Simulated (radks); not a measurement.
Rb+, configuration [Kr]. Method: Dirac Kohn-Sham, LDA (Slater exchange, Perdew-Wang correlation), spin-unpolarised, spherical densities, finite nucleus; Fermi nuclear charge, rms radius 4.2036 fm; computed with a radial shooting solver on a logarithmic mesh with Libxc functionals.

Normalised radial functions P(r) = r R(r) (large component), r in bohr:

r	3d5/2
0.005837	0.0002
0.006688	0.0003
0.007601	0.0004
0.008708	0.0006
0.009977	0.0008
0.01134	0.0012
0.01299	0.0018
0.01476	0.0025
0.01692	0.0037
0.01923	0.0053
0.02203	0.0076
0.02524	0.0110
0.02868	0.0155
0.03286	0.0222
0.03735	0.0310
0.04279	0.0437
0.04863	0.0600
0.05572	0.0833
0.06383	0.1145
0.07255	0.1528
0.08312	0.2051
0.09447	0.2671
0.1082	0.3483
0.123	0.4401
0.1409	0.5540
0.1615	0.6829
0.1835	0.8143
0.2102	0.9582
0.2389	1.0893
0.2738	1.2132
0.3111	1.3045
0.3565	1.3633
0.4084	1.3745
0.4642	1.3381
0.5318	1.2511
0.6044	1.1302
0.6925	0.9714
0.787	0.8062
0.9017	0.6286
1.033	0.4630
1.174	0.3278
1.345	0.2124
1.529	0.1316
1.752	0.0728
1.991	0.0382
2.281	0.0173
2.613	0.0070
2.97	0.0026
3.402	0.0008
3.867	0.0002
4.43	0.0000
5.035	0.0000
5.769	0.0000

3d5/2: eigenvalue -109.38 eV, 0 radial nodes, <r> = 0.527 bohr, 90 % of the charge inside 0.860 bohr.
